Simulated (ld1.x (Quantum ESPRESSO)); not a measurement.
# u(r) = r·R(r): atom against pseudo-atom (Ag)

Columns: radius, all-electron u(r) and pseudo u(r) of the 4p shell (level -58.57 eV) of silver in the configuration [Ar] 3d10 4s2 4p6 4d10 5s1 5p0; PBE, scalar-relativistic, TM scheme, ld1.x (Quantum ESPRESSO) 7.5.

| r (bohr) | all-electron | pseudo |
| --- | --- | --- |
| 0.072 | 0.4027 | 0.0121 |
| 0.145 | -0.0466 | 0.0495 |
| 0.217 | -0.5151 | 0.1115 |
| 0.290 | -0.6068 | 0.2006 |
| 0.362 | -0.3960 | 0.3147 |
| 0.435 | -0.0433 | 0.4546 |
| 0.507 | 0.3200 | 0.6102 |
| 0.580 | 0.6364 | 0.7737 |
| 0.652 | 0.8718 | 0.9228 |
| 0.725 | 1.0299 | 1.0427 |
| 0.798 | 1.1157 | 1.1174 |
| 0.870 | 1.1432 | 1.1432 |
| 0.942 | 1.1281 | 1.1281 |
| 1.015 | 1.0826 | 1.0826 |
| 1.088 | 1.0175 | 1.0175 |
| 1.160 | 0.9424 | 0.9424 |
| 1.232 | 0.8623 | 0.8623 |
| 1.305 | 0.7805 | 0.7805 |
| 1.378 | 0.7010 | 0.7010 |
| 1.450 | 0.6266 | 0.6266 |
| 1.522 | 0.5574 | 0.5574 |
| 1.595 | 0.4929 | 0.4929 |
| 1.668 | 0.4343 | 0.4343 |
| 1.740 | 0.3824 | 0.3824 |
| 1.812 | 0.3358 | 0.3358 |
| 1.885 | 0.2937 | 0.2937 |

(1) How many radial nodes do the two functions have?

(2) At about which radius was the pseudo-wave matched?

(3) Where does each function peak?

(4) Is the pseudo-wave norm-conserving?

Results:

(1) The all-electron 4p function has n − l − 1 = 2; the pseudo-wave has 0, since the states of the same l below it are removed with the core.

(2) 1.00 bohr. The columns agree to 0.0005 from 0.87 bohr on; several derivatives are matched, so the curves merge somewhat inside the radius.

(3) Outermost all-electron maximum near 0.87 bohr, pseudo maximum near 0.87 bohr (to the table’s step).

(4) Yes: the TM scheme keeps the norm inside the radius equal to the all-electron one, which fixes the energy derivative of the logarithmic derivative at the level.
